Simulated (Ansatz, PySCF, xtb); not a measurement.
Complex: CH3F (SMILES CF) (first 5 atoms) with CH6Si (SMILES C[SiH3]); geometry from B3LYP-D3(BJ)/def2-TZVP, rigid monomers moved along the line of their centres of mass till F2···Si7 is 3.70 Å.
(charge 0, multiplicity 1):
```xyz
13

C     -0.147    -0.134     0.508
F      1.002     0.152     1.239
H     -0.859     0.681     0.644
H      0.125    -0.228    -0.544
H     -0.571    -1.068     0.876
C     -0.748    -0.143     6.529
Si    -0.088    -0.022     4.775
H     -0.663     0.815     7.045
H     -0.192    -0.886     7.105
H     -1.801    -0.435     6.533
H     -0.865     0.985     4.012
H     -0.223    -1.332     4.093
H      1.338     0.374     4.787
```

Monomers are frozen at their geometry in the pair; levels with a basis set take the counterpoise correction. Rows marked so take none.

Cores are frozen in the correlated methods. Rows in 6-31G* carry no dispersion term and start afresh at each structure (6-31G* with six Cartesian d functions).

The values were computed with Ansatz (Gaussian basis) for Hartree–Fock, density functionals and correlated methods; PySCF for 6-31G* rows, the dispersion terms; xtb for the GFN methods. Values without a source in brackets are computed.

```json
[
 {"level": "GFN2-xTB", "interaction energy (meV)": "-35.0"},
 {"level": "HF/6-31G* (no counterpoise)", "interaction energy (meV)": "-50.6"},
 {"level": "BP86/6-31G* (no counterpoise)", "interaction energy (meV)": "-51.2"},
 {"level": "B3LYP/def2-TZVPPD", "interaction energy (meV)": "1.3"},
 {"level": "PBE0/def2-TZVPPD", "interaction energy (meV)": "-17.0"},
 {"level": "PBE0-D3(BJ)/def2-TZVPPD", "interaction energy (meV)": "-45.1"},
 {"level": "MP2/aug-cc-pV(D+d)Z", "interaction energy (meV)": "-35.4"},
 {"level": "SCS-MP2/aug-cc-pV(D+d)Z", "interaction energy (meV)": "-28.0"},
 {"level": "CCSD(T)/aug-cc-pV(D+d)Z", "interaction energy (meV)": "…"}
]
```

Problem. Complete the blanks.

Solution. 
- CCSD(T)/aug-cc-pV(D+d)Z, interaction energy (meV): -37.9

Ansatz is a program for electronic structure.
